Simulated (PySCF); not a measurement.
chloro(silylmethyl)silane (CH₇ClSi₂), SMILES [SiH3]C[SiH2]Cl. The structure is a stationary point at PBE0-D3(BJ)/def2-SVP. The values are those of a single conformer.

Computed equilibrium geometry at PBE0-D3(BJ)/def2-SVP (PySCF confirms it by a frequency run) as bond lengths and angles (one conformer of several):
Atoms: Si1 C2 Si3 Cl4 H5 H6 H7 H8 H9 H10 H11. Bonds (Å): Si1–C2 1.889, Si1–H5 1.491, Si1–H6 1.495, Si1–H7 1.495, C2–Si3 1.866, C2–H8 1.103, C2–H9 1.105, Si3–Cl4 2.077, Si3–H10 1.490, Si3–H11 1.491. Angles (°): C2–Si1–H5 110.6, C2–Si1–H6 109.9, C2–Si1–H7 109.8, H5–Si1–H6 109.1, H5–Si1–H7 108.8, H6–Si1–H7 108.5, Si1–C2–Si3 115.4, Si1–C2–H8 108.7, Si1–C2–H9 108.7, Si3–C2–H8 109.3, Si3–C2–H9 107.3, H8–C2–H9 107.0, C2–Si3–Cl4 109.3, C2–Si3–H10 110.6, C2–Si3–H11 111.9, Cl4–Si3–H10 107.6, Cl4–Si3–H11 107.6, H10–Si3–H11 109.7.
